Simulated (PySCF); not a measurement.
CH₅B₂O, B₂H₃O₂, B₃H₆Si, B₃H₅N and others (calculated)

Computed with PySCF 2.14.0. Calculation on a computer-drawn molecule: optimised geometry and harmonic frequencies of an isolated molecule of the commonest isotopes, restricted reference for singlets and unrestricted otherwise, frozen core in MP2.

(1) CH₅B₂O

Start structure:
```xyz
9
CH5B2O
B     -0.3329    -2.5215    -1.5450
O      0.2944    -1.1687    -1.4387
B      1.2855    -0.4647    -1.5350
C      2.4297     0.4262    -1.6336
H     -0.8200    -2.7983    -0.4161
H      0.4165    -3.3298    -1.8614
H     -1.3327    -2.4466    -2.3128
H      3.0999     0.5913    -0.8587
H      2.5799     0.9944    -2.5595
```

- charge: -1
- multiplicity: 1
- method: HF
- basis: aug-cc-pVDZ
- rotational constants: 42.18, 3.804, 3.682 GHz
- total energy: -165.0687 hartree
- convergence status largest gradient component: 2.382e-05 hartree/bohr

Drawn bonds:
```tsv
atom	other atom	order
1	2	1
2	3	1
3	4	2
1	5	1
1	6	1
1	7	1
4	8	1
4	9	1
```

Optimised structure:
```xyz
9
CH5B2O
B     -0.3577    -2.4941    -1.5201
O      0.0820    -0.9784    -1.3378
B      1.1741    -0.3772    -1.4987
C      2.3787     0.3631    -1.6614
H     -0.7391    -2.8833    -0.4163
H      0.6157    -3.1339    -1.9201
H     -1.2750    -2.4953    -2.3409
H      3.0944     0.4694    -0.8567
H      2.6472     0.8120    -2.6087
```

Modes:
```tsv
frequency (cm⁻¹)	reduced mass (dalton)
50.82	1.226
146.2	3.285
223.4	1.128
404.2	2.121
515.2	6.408
547.7	1.291
636.1	6.565
900.3	1.93
979.1	1.471
995.4	1.219
1067	2.904
1259	1.091
1259	1.135
1263	1.097
1480	1.189
1890	9.497
2394	1.111
2397	1.11
2418	1.027
3279	1.057
3352	1.111
```

(2) B₂H₃O₂

Start structure:
```xyz
7
B2H3O2
B     -1.5307     1.9285     0.1915
O     -1.5112     0.4422     0.3374
B     -1.2039    -0.6363    -0.1511
O     -1.0068    -1.8870    -0.5607
H     -1.9853     2.3807     1.2669
H     -0.3282     2.3890    -0.0480
H     -2.2432     2.2342    -0.7525
```

* charge: -1
* multiplicity: 1
* method: HF
* basis: aug-cc-pVDZ
* rotational constants: 48.03, 4.179, 3.971 GHz
* total energy: -201.0135 hartree
* convergence status largest gradient component: 4.279e-05 hartree/bohr

Drawn bonds:
```tsv
atom	other atom	order
1	2	1
2	3	1
3	4	2
1	5	1
1	6	1
1	7	1
```

Optimised structure:
```xyz
7
B2H3O2
B     -1.5249     1.9233     0.1970
O     -1.6155     0.3772     0.5482
B     -1.2439    -0.6384    -0.1150
O     -0.9067    -1.6548    -0.7072
H     -1.9280     2.5227     1.1915
H     -0.3452     2.1898    -0.0480
H     -2.2450     2.1315    -0.7829
```

Modes:
```tsv
frequency (cm⁻¹)	reduced mass (dalton)
37.51	1.336
135.5	4.091
567.7	7.759
627.6	11.33
695.3	9.201
993.3	1.263
998.1	1.219
1177	5.077
1260	1.092
1264	1.086
1281	1.292
2102	10.01
2373	1.109
2390	1.092
2423	1.053
```

(3) B₂H₃O₂

Start structure:
```xyz
7
B2H3O2
B     -1.5249     1.9233     0.1970
O     -1.6155     0.3772     0.5482
B     -1.2439    -0.6384    -0.1150
O     -0.9067    -1.6548    -0.7072
H     -1.9280     2.5227     1.1915
H     -0.3452     2.1898    -0.0480
H     -2.2450     2.1315    -0.7829
```

- charge: -1
- multiplicity: 1
- method: MP2
- basis: aug-cc-pVDZ
- rotational constants: 43.84, 4.104, 3.874 GHz
- total energy: -201.6022 hartree
- convergence status largest gradient component: 3.096e-05 hartree/bohr

Drawn bonds:
```tsv
atom	other atom	order
1	2	1
2	3	1
3	4	2
1	5	1
1	6	1
1	7	1
```

Optimised structure:
```xyz
7
B2H3O2
B     -1.5252     1.9329     0.1983
O     -1.6318     0.3774     0.5962
B     -1.2440    -0.6367    -0.1153
O     -0.8937    -1.6680    -0.7448
H     -1.9288     2.5498     1.1832
H     -0.3414     2.1791    -0.0469
H     -2.2442     2.1168    -0.7871
```

Modes:
```tsv
frequency (cm⁻¹)	reduced mass (dalton)
49.06	1.29
125.3	4.108
542.8	8.328
559.1	11.66
650.9	8.68
933.4	1.268
936.8	1.21
1082	7.401
1200	1.085
1203	1.188
1204	1.082
1945	11.14
2391	1.034
2406	1.112
2428	1.103
```

(4) B₃H₆Si

Start structure:
```xyz
10
B3H6Si
B     -0.1917    -1.2858     2.7574
B      0.4321     0.1355     2.7909
B     -0.1123     1.5322     3.1679
Si     2.3329     0.5176     2.1957
H     -0.7816    -2.2338     2.8010
H     -0.7180     2.2101     2.4134
H     -0.0812     1.9289     4.2824
H      2.9352     1.6755     2.7798
H      2.3423     0.7078     0.6807
H      3.2073    -0.5780     2.4484
```

- charge: 0
- multiplicity: 2
- method: HF
- basis: cc-pV(D+d)Z
- rotational constants: 7.225, 4.086, 2.753 GHz
- total energy: -366.3763 hartree
- spin squared: 0.758
- convergence status largest gradient component: 2.991e-05 hartree/bohr

Drawn bonds:
```tsv
atom	other atom	order
1	2	1
2	3	1
2	4	1
1	5	1
3	6	1
3	7	1
4	8	1
4	9	1
4	10	1
```

Optimised structure:
```xyz
10
B3H6Si
B     -0.0305    -1.2170     2.9242
B      0.4279     0.2753     2.8022
B     -0.3763     1.7115     3.1125
Si     2.3685     0.3889     2.1378
H     -0.3082    -2.3639     2.9934
H     -0.9946     2.2816     2.2526
H     -0.3273     2.2358     4.1939
H      3.2050     1.0938     3.1408
H      2.4222     1.1476     0.8634
H      2.9783    -0.9435     1.8967
```

Modes:
```tsv
frequency (cm⁻¹)	reduced mass (dalton)
89.97	1.063
125.3	2.882
159.3	2.968
238.2	1.728
311.9	1.138
485.7	1.266
514.4	5.581
574.9	1.159
616.2	1.162
737.9	1.646
789.2	1.984
899.8	2.281
991.9	1.093
1026	1.062
1030	1.488
1036	1.036
1228	2.132
1288	1.872
2284	1.049
2292	1.051
2297	1.021
2655	1.055
2722	1.122
2878	1.11
```

(5) B₃H₅N

Start structure:
```xyz
9
B3H5N
B      1.3882    -1.2114     0.1838
B      0.8055     0.0274    -0.4758
B     -0.7636     0.1252     0.1786
N     -0.9518     0.5004     1.5073
H      1.6440    -2.2118     0.7054
H      1.1230     0.8651    -1.2566
H     -1.6500    -0.0055    -0.5599
H     -1.8657     0.6045     1.8672
H     -0.2263     0.5818     2.1736
```

* charge: 0
* multiplicity: 2
* method: HF
* basis: cc-pVDZ
* rotational constants: 22.56, 3.927, 3.649 GHz
* total energy: -131.3704 hartree
* spin squared: 0.7579
* convergence status largest gradient component: 1.241e-05 hartree/bohr

Drawn bonds:
```tsv
atom	other atom	order
1	2	1
2	3	1
3	4	1
1	5	1
2	6	1
3	7	1
4	8	1
4	9	1
```

Optimised structure:
```xyz
9
B3H5N
B      1.5905    -1.4390     0.0071
B      0.7435    -0.1259    -0.2991
B     -0.8484     0.1739     0.2677
N     -1.1438     0.6715     1.5371
H      2.2028    -2.4292     0.2237
H      1.2741     0.6955    -1.0104
H     -1.7898    -0.0334    -0.4621
H     -2.0747     0.8749     1.8364
H     -0.4508     0.8875     2.2231
```

Modes:
```tsv
frequency (cm⁻¹)	reduced mass (dalton)
93.01	2.603
184.6	1.934
292.6	1.998
423.7	1.232
531.7	1.158
578.8	1.321
658	2.122
724.2	2.064
792.5	1.304
950.9	1.49
964.2	1.185
982.6	1.333
1161	3.594
1216	1.698
1406	3.578
1758	1.204
2627	1.089
2639	1.091
2863	1.108
3810	1.05
3911	1.099
```

(6) B₂ClH₄Si

Start structure:
```xyz
8
B2ClH4Si
B     -0.0900    -0.7315    -0.3157
B     -0.0900     0.7428    -0.2606
Si     0.8876     1.4711     1.3311
Cl     1.7093     0.1670     2.5915
H     -0.0329    -1.8608    -0.2900
H     -0.6402     1.5097    -0.8867
H     -0.0726     2.3203     2.2234
H      1.9678     2.4097     1.0092
```

- charge: 0
- multiplicity: 2
- method: HF
- basis: cc-pV(D+d)Z
- rotational constants: 6.744, 2.907, 2.08 GHz
- total energy: -800.1092 hartree
- spin squared: 0.7569
- convergence status largest gradient component: 8.188e-06 hartree/bohr

Drawn bonds:
```tsv
atom	other atom	order
1	2	1
2	3	1
3	4	1
1	5	1
2	6	1
3	7	1
3	8	1
```

Optimised structure:
```xyz
8
B2ClH4Si
B     -0.0980    -0.8104    -0.3271
B     -0.0843     0.7641    -0.1716
Si     0.8710     1.6010     1.4018
Cl     1.7307     0.1275     2.6280
H     -0.0894    -1.9886    -0.4137
H     -0.6279     1.4830    -0.9654
H     -0.0445     2.3710     2.2694
H      1.9814     2.4806     0.9809
```

Modes:
```tsv
frequency (cm⁻¹)	reduced mass (dalton)
92.34	4.618
95.63	2.062
266.5	4.028
453	1.127
507.2	11.14
530	1.245
603.6	4.281
682.3	1.498
724.5	1.184
767	1.097
922.2	1.157
952.1	1.45
1025	1.061
1171	5.727
2324	1.053
2325	1.029
2699	1.092
2892	1.11
```

(7) C₂H₇B₂

Start structure:
```xyz
11
C2H7B2
B      1.3920     0.0878     0.5767
C      0.8493     1.3444     1.1615
B     -0.1859     0.4661     0.1715
C     -1.2303    -0.6120     0.7369
H      2.0671    -0.8796     0.7864
H      0.6553     1.4554     2.2140
H      1.0019     2.3192     0.6500
H     -0.4871     0.9689    -0.8442
H     -1.5744    -1.3496     0.0373
H     -2.1917    -0.0282     1.0224
H     -0.9491    -1.0866     1.6935
```

- charge: 0
- multiplicity: 2
- method: HF
- basis: cc-pVDZ
- rotational constants: 19.55, 4.038, 3.909 GHz
- total energy: -129.1170 hartree
- spin squared: 0.7533
- convergence status largest gradient component: 8.366e-06 hartree/bohr

Drawn bonds:
```tsv
atom	other atom	order
1	2	1
2	3	1
3	4	1
1	5	1
2	6	1
2	7	1
3	8	1
4	9	1
4	10	1
4	11	1
```

Optimised structure:
```xyz
11
C2H7B2
B      2.1427     0.3992     0.4923
C      0.8120     1.0399     0.9973
B     -0.4229     0.4694     0.1807
C     -1.5082    -0.4894     0.8020
H      2.7812    -0.4738     1.0119
H      0.6832     0.8991     2.0757
H      0.8574     2.1122     0.7604
H     -0.5519     0.8193    -0.9652
H     -1.8495    -1.2489     0.0927
H     -2.3895     0.1310     1.0236
H     -1.2075    -0.9722     1.7347
```

Modes:
```tsv
frequency (cm⁻¹)	reduced mass (dalton)
32.66	2.08
73.55	1.101
139.4	1.21
299.4	3.415
361.6	2.201
645.4	1.137
771.6	1.142
783.7	1.821
862.5	1.149
952.5	1.718
1000	1.979
1053	1.884
1092	1.874
1148	2.032
1187	1.381
1306	1.563
1438	1.38
1530	1.13
1541	1.049
1568	1.07
2665	1.092
2711	1.095
3136	1.056
3139	1.05
3200	1.102
3210	1.084
3251	1.103
```

(8) CH₇BNSi

Start structure:
```xyz
11
CH7BNSi
B     -0.3491    -2.0273     0.6322
C     -1.4714    -1.6348    -0.3018
Si    -1.1571     0.0396    -1.0568
N      0.2601     0.1882    -1.9311
H      0.7289    -2.5040     0.2997
H     -2.4540    -1.5957     0.2178
H     -1.5900    -2.4244    -1.1690
H     -2.2406     0.2657    -2.0787
H     -1.1318     1.0845     0.0127
H      0.4310    -0.3280    -2.8440
H      1.1639     0.2088    -1.4263
```

* charge: 0
* multiplicity: 2
* method: HF
* basis: cc-pV(D+d)Z
* rotational constants: 10.1, 3.865, 3.15 GHz
* total energy: -409.9828 hartree
* spin squared: 0.7534
* convergence status largest gradient component: 1.737e-05 hartree/bohr

Drawn bonds:
```tsv
atom	other atom	order
1	2	1
2	3	1
3	4	1
1	5	1
2	6	1
2	7	1
3	8	1
3	9	1
4	10	1
4	11	1
```

Optimised structure:
```xyz
11
CH7BNSi
B     -0.3354    -2.0778     0.6668
C     -1.4671    -1.6667    -0.3025
Si    -1.1594     0.0365    -1.0953
N      0.3033     0.2162    -1.9843
H      0.6863    -2.6483     0.3988
H     -2.4386    -1.5653     0.1953
H     -1.5708    -2.3711    -1.1388
H     -2.2870     0.2687    -2.0253
H     -1.1568     1.0619    -0.0286
H      0.4410    -0.2993    -2.8336
H      1.1745     0.3177    -1.4978
```

Modes:
```tsv
frequency (cm⁻¹)	reduced mass (dalton)
70.76	2.034
168.4	1.758
173.8	1.127
283.1	2.64
317.7	1.618
426	1.401
556.9	1.273
649.1	3.385
719.7	1.14
775.1	1.066
865.8	3.475
882.4	1.347
975.4	1.245
1001	1.25
1015	1.142
1038	1.484
1134	1.513
1166	1.712
1518	1.136
1695	1.11
2308	1.049
2315	1.031
2706	1.095
3142	1.06
3201	1.1
3770	1.051
3860	1.095
```

(9) CH₅BNSi

Start structure:
```xyz
9
CH5BNSi
B     -1.9659    -2.9711     0.3421
C     -0.7125    -2.4895     0.9438
Si     0.5899    -2.5503    -0.4894
N      0.5883    -1.2969    -1.3502
H     -2.1776    -4.0349    -0.0700
H     -0.3041    -3.1788     1.6658
H     -0.6797    -1.5139     1.3986
H      1.2400    -3.9143    -0.4315
H      1.2152    -1.1419    -2.2136
```

- charge: 0
- multiplicity: 2
- method: HF
- basis: cc-pV(D+d)Z
- rotational constants: 17.81, 3.402, 3.312 GHz
- total energy: -408.7528 hartree
- spin squared: 0.7537
- convergence status largest gradient component: 4.622e-05 hartree/bohr

Drawn bonds:
```tsv
atom	other atom	order
1	2	1
2	3	1
3	4	2
1	5	1
2	6	1
2	7	1
3	8	1
4	9	1
```

Optimised structure:
```xyz
9
CH5BNSi
B     -2.0725    -3.1508     0.4964
C     -0.7237    -2.4699     0.8736
Si     0.4960    -2.4898    -0.5383
N      0.8667    -1.1687    -1.3048
H     -2.2372    -4.3126     0.2478
H     -0.2455    -3.0716     1.6617
H     -0.8257    -1.4362     1.2066
H      1.0079    -3.8553    -0.7882
H      1.5276    -1.1367    -2.0591
```

Modes:
```tsv
frequency (cm⁻¹)	reduced mass (dalton)
60.37	3.155
206.1	1.489
257.2	3.385
325.1	2.301
544.3	1.252
637.2	1.131
675.8	2.041
726	1.588
736.8	1.146
873.8	1.31
978.3	1.241
997.7	1.35
1085	2.58
1186	1.577
1247	4.269
1506	1.117
2321	1.043
2718	1.094
3134	1.066
3256	1.094
3831	1.079
```

(10) CH₆B₂N

Start structure:
```xyz
10
CH6B2N
B      0.1154     1.5555     0.5282
N      0.3877     0.7319     1.5510
B      1.6375     0.7490     2.2690
C     -0.5650    -0.3300     1.9163
H     -0.9591     1.6131     0.0541
H      2.4243     1.4630     1.8965
H      1.8636    -0.0527     3.1070
H     -0.3582    -0.7990     2.8495
H     -1.6194     0.0808     1.9303
H     -0.5038    -1.1295     1.2080
```

* charge: 0
* multiplicity: 2
* method: HF
* basis: cc-pVDZ
* rotational constants: 10.81, 9.415, 5.195 GHz
* total energy: -145.1725 hartree
* spin squared: 0.7547
* convergence status largest gradient component: 2.351e-06 hartree/bohr

Drawn bonds:
```tsv
atom	other atom	order
1	2	1
2	3	1
2	4	1
1	5	1
3	6	1
3	7	1
4	8	1
4	9	1
4	10	1
```

Optimised structure:
```xyz
10
CH6B2N
B      0.1330     1.5531     0.5035
N      0.4050     0.6616     1.5660
B      1.6341     0.7559     2.2759
C     -0.5948    -0.3549     1.9212
H     -0.8802     1.5352    -0.1411
H      2.4292     1.5938     1.9641
H      1.8585    -0.0049     3.1777
H     -0.2351    -0.9563     2.7531
H     -1.5350     0.1136     2.2134
H     -0.7917    -1.0150     1.0761
```

Modes:
```tsv
frequency (cm⁻¹)	reduced mass (dalton)
48.16	1.054
278.2	1.801
411.1	2.595
440.5	2.269
449.2	1.257
626.5	1.384
891	2.879
999	1.461
1014	1.451
1107	1.366
1180	1.558
1235	1.311
1311	1.355
1401	3.87
1464	3.73
1571	1.167
1601	1.042
1608	1.053
2674	1.06
2696	1.093
2758	1.127
3196	1.035
3267	1.106
3297	1.105
```
